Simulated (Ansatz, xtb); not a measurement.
**Isomers of CHOSSn in order of energy**

4 gas-phase structures of CHOSSn, found in a search over its isomers (lower ones may exist). Each was relaxed with GFN2-xTB:

A. `O=[CH][Sn]=[S]`, a doublet
B. `S=[C][O][SnH]`, a doublet
C. a doublet given by its coordinates
D. a doublet given by its coordinates

D (Å):

```xyz
5

C    -0.9252   -0.0105   -0.1788
O    -0.1547    0.9655    0.0825
S    -0.2113   -1.4491   -0.7437
Sn    1.8056    0.0274   -0.4305
H    -1.9955    0.0658   -0.0491
```

Close contacts (Å): C1–O2 1.27, C1–S3 1.70, O2–Sn4 2.23, S3–Sn4 2.52, C1–H5 1.08.

C (Å):

```yaml
atoms:
  - { symbol: C, position_ang: [-0.2278, -0.2514, -0.1124] }
  - { symbol: O, position_ang: [-1.1437, -0.4092, 0.7765] }
  - { symbol: S, position_ang: [-0.6669, 0.5713, -1.6048] }
  - { symbol: Sn, position_ang: [-2.0799, -1.3986, -1.0358] }
  - { symbol: H, position_ang: [0.8173, -0.4144, 0.1136] }
```

Close contacts (Å): C1–O2 1.29, C1–S3 1.76, C1–Sn4 2.37, O2–Sn4 2.27, S3–Sn4 2.49, C1–H5 1.08.

Task: Make a reasoned guess at their ranking by r2SCAN-D4/def2-SVP single-point energy.

Result: Calculated order at r2SCAN-D4/def2-SVP: D (0.0), C (20.9), A (28.5), B (55.3) kcal/mol.

Energies above the lowest of each column, in kcal/mol:

| structure | GFN2-xTB | HF/STO-3G | r2SCAN-D4/def2-SVP |
| --- | --- | --- | --- |
| D | 0.0 | 0.0 | 0.0 |
| C | 13.7 | 25.7 | 20.9 |
| A | 21.4 | 28.6 | 28.5 |
| B | 31.3 | 77.0 | 55.3 |

Every level run on D puts it lowest or level with the lowest. Some further structures that were screened fall inside this span and aren't listed. Flexible structures stand in one conformer each, not always the lowest. Frequencies (B3LYP-D3(BJ)/def2-SVP) were run for D alone. Open shells are spin-unrestricted, some with notable spin contamination. Atoms past krypton carry core potentials in the def2 sets, without spin–orbit terms.

Over these structures GFN2-xTB departs from r2SCAN-D4/def2-SVP by 7.2 kcal/mol on average once a common shift is removed. A GFN2-xTB relaxation took about 0.57 s and the r2SCAN-D4/def2-SVP energy about 11 s on a shared host (Ansatz 0.2.0, xtb 6.7.1).
